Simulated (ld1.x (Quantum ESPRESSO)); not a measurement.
Which change was made? (Os, TM)

osmium, norm-conserving Troullier–Martins (Kleinman–Bylander form), made with ld1.x (Quantum ESPRESSO) 7.5 (LDA (PZ), scalar-relativistic). Core [Xe] 4f14, reference 5d6 6s1.5 6p0 (charge +0.5). Waves: 6s (bound): rc 2.55 bohr; 6p (bound, empty): rc 2.60 bohr; 5f channel at 0.05 Ry: rc 2.75 bohr; 5d (bound): rc 2.40 bohr. Local part: the d channel. Core correction: none.

Cutoffs, loose and tight: the cutoffs (Ry, on a coarse ladder) from which the occupation-weighted sum of valence levels, in a spherical-Bessel basis at the reference potential, stays within 10 and 1 mRy of its value at 400 Ry. They do not see the model core or the augmentation charge, which bear on the density cutoff. Test errors are all-electron minus pseudo excitation energies from the reference, over the configurations 5d6 6s2 6p0; 5d6 6s1 6p0; 5d6 6s0 6p0; 5d6 6s0 6p2; 5d7 6s0 6p0; 5d6 6s1 6p1; 5d5 6s2 6p1 (two spin-polarised tests are not counted in the largest error); variants that change the core or the reference have their own tests. The largest error is taken over the tests solved by every variant that gives reliable tests at all, those not shown here included: 5d6 6s0 6p0; 5d6 6s1 6p0; 5d6 6s2 6p0; 5d7 6s0 6p0.

The base gives: outcome: generated; cutoff, loose: 35 Ry; cutoff, tight: 40 Ry; bound ghosts: s, p; largest test error (meV): -40.

Task: After one change the result is: outcome: generated; cutoff, loose: 30 Ry; cutoff, tight: 35 Ry; bound ghosts: f, s, p; largest test error (meV): -15. Which change was it?
A. all radii scaled by about 1.26 (s 3.22, p 3.28, d 3.02, f 3.46 bohr)
B. all radii scaled by about 1.39 (s 3.56, p 3.62, d 3.34, f 3.84 bohr)
C. all radii scaled by about 1.11 (s 2.82, p 2.88, d 2.66, f 3.04 bohr)

Result: C. The others give: all radii scaled by about 1.26 (s 3.22, p 3.28, d 3.02, f 3.46 bohr) → outcome: generated; cutoff, loose: 25 Ry; cutoff, tight: 30 Ry; bound ghosts: s; largest test error (meV): +45 | all radii scaled by about 1.39 (s 3.56, p 3.62, d 3.34, f 3.84 bohr) → outcome: generated; cutoff, loose: 21 Ry; cutoff, tight: 30 Ry; bound ghosts: s; largest test error (meV): +111.
